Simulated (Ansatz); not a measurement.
SiH4O4 (orthosilicic acid): methods side by side

SiH4O4 has 9 atoms, charge 0, and is taken as a singlet. As SMILES, `O[Si](O)(O)O`. Geometry: relaxed at PBE0-D4/def2-TZVP. This is one conformer, not always the lowest.

Quantity: the electronic atomisation energy, in eV. The values are calculated. Electronic energies at fixed atoms, without zero-point motion or spin-orbit coupling.

```tsv
level	kind	program	value (eV)	less CCSD(T)/def2-SVP	CPU time (all runs)
SVWN5/def2-SVP	LDA	Ansatz	44.27	+8.91	2.8 s
PBE/def2-SVP	GGA	Ansatz	38.35	+2.99	4.2 s
PBE0/def2-SVP	global hybrid	Ansatz	37.24	+1.88	4.7 s
HSE06/def2-SVP	range-separated hybrid	Ansatz	37.29	+1.93	5.7 s
B2PLYP/def2-SVP	double hybrid	Ansatz	36.94	+1.58	7.2 s
RPA@PBE/def2-SVP	RPA	Ansatz	33.56	-1.80	7.5 s
MP2/def2-SVP	perturbation theory	Ansatz	36.57	+1.21	2.1 s
BCCD(T)/def2-SVP	coupled cluster or CI	Ansatz	35.37	+0.01	30 s
CCSD(T)/def2-SVP	coupled cluster or CI	Ansatz	35.36	0.00	20 s
```

Differences are taken from CCSD(T)/def2-SVP for orientation; it has basis-set and higher-order errors of its own. The values span 33.56 to 44.27 eV. CPU times are rough (shared hosts, several kinds of processor): they show what a rung costs within a factor of a few.
